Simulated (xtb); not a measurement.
C2H4Cl, charge -1, singlet, from a rough starting geometry; GFN2-xTB run with xtb 6.7.1.

The xtb input:
```
$ xtb mol.xyz --gfn 2 --chrg -1 --opt vtight --json

# file mol.xyz
7

C     -0.90648899     0.23457989     0.15302809
C      0.57642380     0.09264310     0.17294004
Cl    -1.66664410    -1.33406638     0.15988453
H     -1.25084305     0.82229629    -0.76933367
H      1.06732592     1.10565985     0.09210857
H      1.00222305    -0.44612343     1.01089997
H      0.95284979    -0.45650949    -0.83098375
```

The log (banner, timings and long lists left out):

```
   ID    Z sym.   atoms
    1    6 C      1, 2
    2   17 Cl     3
    3    1 H      4-7

           -------------------------------------------------
          |                Calculation Setup                |
           -------------------------------------------------

           -------------------------------------------------
          |                 G F N 2 - x T B                 |
           -------------------------------------------------

          ...................................................
          :                      SETUP                      :
          :.................................................:
          :  # basis functions                  22          :
          :  # atomic orbitals                  21          :
          :  # shells                           11          :
          :  # electrons                        20          :
          :  max. iterations                   250          :
          :  Hamiltonian                  GFN2-xTB          :
          :  restarted?                      false          :
          :  GBSA solvation                  false          :
          :  PC potential                    false          :
          :  electronic temp.          300.0000000     K    :
          :  accuracy                    1.0000000          :
          :  -> integral cutoff          0.2500000E+02      :
          :  -> integral neglect         0.1000000E-07      :
          :  -> SCF convergence          0.1000000E-05 Eh   :
          :  -> wf. convergence          0.1000000E-03 e    :
          :  Broyden damping             0.4000000          :
          :  net charge                         -1          :
          :  unpaired electrons                  0          :
          ...................................................

 iter      E             dE          RMSdq      gap      omega  full diag
   1    -10.9923677 -0.109924E+02  0.547E+00    4.40       0.0  T
   2    -11.0523314 -0.599638E-01  0.271E+00    4.93       1.0  T
   3    -11.0535535 -0.122209E-02  0.141E+00    5.02       1.0  T
   4    -11.0542800 -0.726458E-03  0.424E-01    5.00       1.0  T
   5    -11.0544919 -0.211932E-03  0.337E-01    4.99       1.0  T
   6    -11.0548822 -0.390252E-03  0.127E-01    4.91       1.0  T
   7    -11.0549260 -0.438788E-04  0.268E-02    4.89       1.4  T
   8    -11.0549278 -0.173037E-05  0.886E-03    4.88       4.3  T
   9    -11.0549279 -0.890399E-07  0.259E-03    4.88      14.6  T
  10    -11.0549279 -0.817690E-08  0.163E-03    4.88      23.1  T
  11    -11.0549279 -0.494890E-08  0.785E-04    4.88      48.1  T
  12    -11.0549279 -0.129332E-08  0.238E-04    4.88     158.7  T

   *** convergence criteria satisfied after 12 iterations ***

         :::::::::::::::::::::::::::::::::::::::::::::::::::::
         ::                     SUMMARY                     ::
         :::::::::::::::::::::::::::::::::::::::::::::::::::::
         :: total energy             -10.984244611221 Eh    ::
         :: gradient norm              0.090949758284 Eh/a0 ::
         :: HOMO-LUMO gap              4.882864354264 eV    ::
         ::.................................................::
         :: SCC energy               -11.054927550427 Eh    ::
         :: -> isotropic ES            0.129524609889 Eh    ::
         :: -> anisotropic ES         -0.003473027445 Eh    ::
         :: -> anisotropic XC         -0.005577127982 Eh    ::
         :: -> dispersion             -0.003976242414 Eh    ::
         :: repulsion energy           0.070682939206 Eh    ::
         :: add. restraining           0.000000000000 Eh    ::
         :: total charge              -1.000000000000 e     ::
         :::::::::::::::::::::::::::::::::::::::::::::::::::::

      -----------------------------------------------------------
     |                   =====================                   |
     |                        A N C O P T                        |
[...]
 * total energy  :   -10.9842446 Eh     change       -0.1548113E-09 Eh
 * total energy  :   -10.9935106 Eh     change       -0.9266008E-02 Eh
 * total energy  :   -10.9971064 Eh     change       -0.3595734E-02 Eh
 * total energy  :   -10.9980399 Eh     change       -0.9335448E-03 Eh
 * total energy  :   -10.9982671 Eh     change       -0.2271926E-03 Eh
 * total energy  :   -10.9983692 Eh     change       -0.1020812E-03 Eh
 * total energy  :   -10.9984051 Eh     change       -0.3596552E-04 Eh
 * total energy  :   -10.9984190 Eh     change       -0.1390967E-04 Eh
 * total energy  :   -10.9984233 Eh     change       -0.4237814E-05 Eh
 * total energy  :   -10.9984244 Eh     change       -0.1136470E-05 Eh
 * total energy  :   -10.9984247 Eh     change       -0.2700071E-06 Eh
 * total energy  :   -10.9984247 Eh     change       -0.3418569E-07 Eh
   *** GEOMETRY OPTIMIZATION CONVERGED AFTER 12 ITERATIONS ***
         :: total energy             -10.998424725704 Eh    ::
[...]
         2        2.0000           -0.3969105             -10.8005
         3        2.0000           -0.3271369              -8.9018
         4        2.0000           -0.2921861              -7.9508
         5        2.0000           -0.2891907              -7.8693
         6        2.0000           -0.2347275              -6.3873
         7        2.0000           -0.2230593              -6.0698
         8        2.0000           -0.2010130              -5.4698
         9        2.0000           -0.1870994              -5.0912
        10        2.0000           -0.0963983              -2.6231 (HOMO)
        11                          0.0744138               2.0249 (LUMO)
        12                          0.2653398               7.2203
        13                          0.2691846               7.3249
        14                          0.2694375               7.3318
        15                          0.2728712               7.4252
        16                          0.3207816               8.7289
        17                          0.3274253               8.9097
        18                          0.3543394               9.6421
        19                          0.3849473              10.4749
        20                          0.4097442              11.1497
        21                          0.4339582              11.8086
      -------------------------------------------------------------
                  HL-Gap            0.1708121 Eh            4.6480 eV
             Fermi-level           -0.0109922 Eh           -0.2991 eV

     #   Z          covCN         q      C6AA      α(0)
     1   6 C        2.766    -0.200    33.269     9.446
     2   6 C        3.778    -0.031    21.160     6.554
     3  17 Cl       0.906    -0.513   116.191    16.491
     4   1 H        0.918    -0.112     6.020     3.837
     5   1 H        0.924    -0.050     4.096     3.165
     6   1 H        0.924    -0.036     3.773     3.038
     7   1 H        0.922    -0.057     4.263     3.229

 Mol. C6AA /au·bohr⁶  :        876.603088
 Mol. C8AA /au·bohr⁸  :      23952.281785
 Mol. α(0) /au        :         45.759674

Wiberg/Mayer (AO) data.
largest (>0.10) Wiberg bond orders for each atom

 ---------------------------------------------------------------------------
     #   Z sym  total        # sym  WBO       # sym  WBO       # sym  WBO
 ---------------------------------------------------------------------------
     1   6 C    2.776 --     2 C    1.019     4 H    0.974     3 Cl   0.756
     2   6 C    3.965 --     1 C    1.019     6 H    0.987     5 H    0.980
                             7 H    0.972
     3  17 Cl   0.779 --     1 C    0.756
     4   1 H    0.987 --     1 C    0.974
     5   1 H    0.997 --     2 C    0.980
     6   1 H    0.999 --     2 C    0.987
     7   1 H    0.997 --     2 C    0.972
 ---------------------------------------------------------------------------

Topologies differ in total number of bonds
Writing topology from bond orders to xtbtopo.mol

molecular dipole:
                 x           y           z       tot (Debye)
 q only:        1.920       1.015      -0.045
   full:        2.455       1.073      -0.544       6.948
molecular quadrupole (traceless):
                xx          xy          yy          xz          yz          zz
 q only:       -4.559      -5.552      -0.357       0.237       0.693       4.916
  q+dip:       -5.085      -7.088      -1.818       1.811      -0.177       6.903
   full:       -5.073      -6.582      -1.082       1.995      -0.271       6.154

optimized geometry written to: xtbopt.xyz

           -------------------------------------------------
          | TOTAL ENERGY              -10.998424725704 Eh   |
          | GRADIENT NORM               0.000040428268 Eh/α |
          | HOMO-LUMO GAP               4.648034995784 eV   |
           -------------------------------------------------

normal termination of xtb
```
